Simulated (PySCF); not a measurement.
## Dipole response of B⁻ (boron, charge -1)

[He] 2s2 2p2, high-spin 3P determinant. Calculation: PySCF 2.14, in dyall-av2z; no relativity, point nucleus. Coupled (time-dependent) response in atomic units; α is the mean over directions. A double-zeta set is small for polarisabilities.

```tsv
method	mean α (bohr³)	α xx, yy, zz	C₆ (like pair)	S(−4)
UHF	89.73	39.64, 114.8, 114.8	806.8	9713
LC-wPBE	83.77	40.58, 105.4, 105.4	762.3	7496
```

S(−4) is the Cauchy moment in α(ω) = α(0) + S(−4) ω² + …

α(iu) at LC-wPBE:

```csv
u (hartree),α(iu) (bohr³)
0,83.77
0.0500,69.92
0.100,51.75
0.200,31.63
0.300,20.99
0.500,10.59
0.750,5.524
1.00,3.359
1.50,1.618
2.00,0.9526
3.00,0.4491
5.00,0.1752
```

A single London oscillator, α(iu) = α/(1 + u²/ω²), gives C₆ = (3/4) ω α². Matching the computed C₆ needs ω = 4 × 762.3 / (3 × 83.77²) = 0.145 hartree.

For an ion, C₆ is the dispersion term alone; charge-induced terms of lower order in 1/R come first.

The components differ because the open shell of this determinant is not spherical; for a pure term their mean is the scalar polarisability.
